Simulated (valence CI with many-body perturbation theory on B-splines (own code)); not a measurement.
**Questions on In XVIII**

Calculated by configuration interaction combined with many-body perturbation theory (CI+MBPT): four valence electrons over a frozen Dirac-Fock core [Ar] 3d10, radial functions for each j: 11 s, 11 p, 9 d, 7 f, 5 g, 2 h, 1 i, with the one-electron correlation potential Σ1 (screened to all orders), the two-electron term Σ2, the three-electron term Σ3, Breit, model QED; selected single and double excitations, second order for the rest (own B-spline code, finite nucleus).

No measured levels were compared; by estimate levels hold to about 250 cm⁻¹ or 0.2 % of their energy and the worst to 1 %, as in measured heavy ions of charge 2 to 7; those with d or f electrons hold less well.

Levels are named by their leading jj configuration (3d3/2^4 stands for four electrons in 3d with j = 3/2), which in mixed levels can hold well under half, so a name can repeat and another be missing.

Rates and lifetimes use the calculated energies. Strong lines usually hold to 10 to 20 %, long lifetimes can be off by a factor of two.

Question: What is the ground level?

Answer: (4s^2 4p1/2^2) J=0, composition 81 % 4s²4p² ³P + 18 % 4s²4p² ¹S.

Question: What are the static dipole polarisabilities of the lowest levels?

Answer: (4s^2 4p1/2^2) J=0 0.351; (4s^2 4p1/2 4p3/2) J=1 0.367 (tensor 0.014); (4s^2 4p1/2 4p3/2) J=2 0.365 (tensor 0.013); (4s^2 4p3/2^2) J=2 0.378 (tensor 0.017) bohr³, of which the core gives 0.0208.

Question: What is the ionisation energy?

Answer: 463.55 eV; NIST lists 462 ± 3 eV (theoretical).

Question: Name the longest-lived excited levels whose lifetime is computed, and their main decay.

Answer: (4s^2 4p1/2 4p3/2) J=2 at 74475 cm⁻¹ lives 24.4 ms, mostly by M1 to (4s^2 4p1/2 4p3/2) J=1; (4s^2 4p1/2 4p3/2) J=1 at 58724 cm⁻¹ lives 334 μs, mostly by M1 to (4s^2 4p1/2^2) J=0; (4s^2 4p3/2 4d5/2) J=4 at 702620 cm⁻¹ lives 264 μs, mostly by M1 to (4s^2 4p1/2 4d5/2) J=3.

Question: How well does LS coupling describe the low levels?

Answer: Among the lowest 20 levels the leading LS term, summed over configurations, holds 72 % on average. For single configurations the figures are 69 % in LS and 82 % in jj coupling. Terms mix most in the J = 2 level at 508700 cm⁻¹, where the leading one holds 42 %.

Question: Among levels below 1148200 cm⁻¹, which E1 lines absorb most strongly from the ground level?

Answer: to (4s^2 4p1/2 4d3/2) J=1 at 14.61 nm, f = 1.78; to (4s 4p1/2^2 4p3/2) J=1 at 23.59 nm, f = 0.327; to (4s 4p1/2 4p3/2^2) J=1 at 18.08 nm, f = 0.201.

Question: Where does the other parity begin?

Answer: At (4s 4p1/2^2 4p3/2) J=2, 360490 cm⁻¹.
